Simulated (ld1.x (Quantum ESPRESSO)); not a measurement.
# Ranking ultrasoft potentials for sulfur

All share these settings but for the change named:

```
Element                 : sulfur
Generator               : ld1.x (Quantum ESPRESSO) 7.5
Type                    : ultrasoft
Functional              : PBE
Relativity              : scalar-relativistic
Frozen core             : [Ne]
Valence charge          : 6
Reference configuration : 3s2 3p3.5 (charge +0.5)
Partial waves           : 3s (bound): rcut 1.55, rcutus 1.65 bohr; 3s channel at -1.25 Ry: rcut 1.55, rcutus 1.65 bohr; 3p (bound): rcut 1.00, rcutus 1.35 bohr; 3p channel at -0.35 Ry: rcut 1.00, rcutus 1.35 bohr
Local potential         : all-electron potential smoothed inside 1.40 bohr (lloc = -1)
Core correction         : Bessel-smoothed model core, default radius (core density twice the valence density)
Augmentation charge     : PSQ, radius 1.05 bohr
```

Test errors are all-electron minus pseudo excitation energies from the reference, over 3s2 3p4; 3s2 3p3; 3s2 3p2; 3s1 3p4; 3s1 3p5; 3s0 3p6; 3s2 3p4.3. None of these files shows a bound ghost.

The base gives 1.9 meV.

Of 6 variants that were run, those that failed, showed a ghost or another fault, or gave nearly equal values are left out.

A variant can come out equal or close to the base, since the largest error may sit in a test that the change hardly touches while other tests move.

Problem. Rank these variants by their largest absolute test error, smallest first.
A. core correction Bessel-smoothed model core inside 1.10 bohr
B. core correction none
C. core correction Bessel-smoothed model core inside 1.28 bohr

Solution. C (1.7 meV), A (2.0 meV), B (2.8 meV).
